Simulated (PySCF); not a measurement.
Task: Write Cartesian coordinates for InChI=1S/C4H12Si/c1-5(2,3)4/h1-4H3 as optimised with GFN2-xTB.

Result: 
```
atom  x, y, z in Å
C1    -0.407   -1.213   -1.419
Si2   -0.001   -0.001   -0.002
C3     0.008    1.786   -0.675
C4    -1.320   -0.155    1.370
C5     1.716   -0.416    0.722
H6    -1.380   -1.004   -1.853
H7    -0.419   -2.242   -1.070
H8     0.327   -1.148   -2.217
H9     0.242    2.502    0.106
H10   -0.958    2.058   -1.089
H11    0.746    1.908   -1.462
H12   -2.312    0.075    0.994
H13   -1.351   -1.160    1.779
H14   -1.117    0.526    2.192
H15    1.746   -1.426    1.117
H16    2.493   -0.337   -0.033
H17    1.977    0.259    1.531
```

Any rigid rotation of these coordinates is as good. Atoms count from 1 in this order. Si2 (four-coordinate silicon) is tetrahedral (angles from 109.4° to 109.6°). All 4 C–Si bonds measure 1.909 Å.

Bonds between heavy atoms (Å): C1–Si2 1.909, Si2–C3 1.909, Si2–C4 1.909, Si2–C5 1.909.

Structure optimised with GFN2-xTB, isolated species.

Point group: Td (every atom within 0.08 Å of its image). Stationary, but not proved a minimum.

The numbers are calculated, not measured.
